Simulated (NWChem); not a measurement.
C2H3F3Si; SMILES F/C=C(/F)[SiH2]F

```xyz
9

F     -1.3788    -1.7831     0.0096
C     -0.0684    -1.6763     0.1724
C      0.5627    -0.5094     0.0028
F      1.8934    -0.4984     0.2019
Si    -0.2230     1.1187    -0.4983
F     -0.4168     2.0633     0.8099
H      0.4326    -2.6083     0.4534
H     -1.5562     0.8681    -1.0974
H      0.7089     1.8142    -1.4222
```
Atoms are numbered in this order, from 1.

Level: PBE0/def2-SVP (NWChem), optimised geometry, unscaled harmonic frequencies. 

```tsv
frequency (cm⁻¹)	IR intensity (km/mol)
36	1.2
162	0.4
167	4.0
305	9.8
330	15.0
461	24.7
521	10.7
623	11.9
666	60.6
754	10.5
871	24.6
893	13.7
922	219.9
958	201.2
1226	227.8
1236	36.4
1325	5.2
1746	58.7
2285	80.0
2301	93.4
3224	3.9
```

```yaml
zero_point_energy: 30.0 kcal/mol
thermal correction to the enthalpy at 298.15 K (with zero-point energy): 34.9 kcal/mol
heat capacity Cv: 22.6 cal/(mol K)
entropy at 298.15 K and 1 atm (symmetry number 1): 84.0 cal/(mol K)
dipole_moment: 1.60 D
```

Rigid rotor and harmonic oscillator; modes under 100 cm⁻¹ make the entropy uncertain.
